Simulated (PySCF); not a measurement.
Species: C₄H₈BNO.
Cartesian coordinates in Å at the GFN2-xTB level; atoms count from 1:
```xyz
15
C4H8BNO angstrom
C     -1.592   -1.215   -0.456
B     -0.689    0.094   -0.308
C     -1.367    1.500    0.029
N      0.630    0.014   -0.493
C      1.872   -0.080   -0.608
C      2.748   -0.354    0.547
O      3.944   -0.462    0.482
H     -2.331   -1.270    0.338
H     -1.007   -2.130   -0.444
H     -2.133   -1.180   -1.399
H     -0.660    2.324    0.011
H     -2.162    1.719   -0.679
H     -1.819    1.467    1.018
H      2.366    0.036   -1.573
H      2.198   -0.455    1.502
```

The closed-shell ground state was solved at several levels (PySCF, density fitting, gas phase, non-relativistic).

```csv
level,basis functions,HOMO (eV),LUMO (eV),gap (eV),dipole (D)
PBE0/def2-SVPD,207,-7.70,-2.64,5.06,2.05
B3LYP/pcJ-1,269,-7.42,-2.77,4.65,1.85
```

(1) What might PBE0/pcSseg-1 (159 basis functions) give for the same quantities?

(2) Over all these levels, which gives the widest orbital gap and which the narrowest?

(3) How far do the dipole and the HOMO energy spread over the levels?

## Answers

(1) HOMO -7.64 eV, LUMO -2.56 eV, gap 5.08 eV, dipole 1.86 D.

(2) PBE0/pcSseg-1 (global hybrid, 25 % exact exchange) has the widest, 5.08 eV, and B3LYP/pcJ-1 (global hybrid, 20 % exact exchange) the narrowest, 4.65 eV. Functional and basis both differ between the two, so the spread mixes both effects.

(3) The dipole runs from 1.85 to 2.05 D (mean 1.92 D) and the HOMO from -7.70 to -7.42 eV.

One conformer stands for the species.
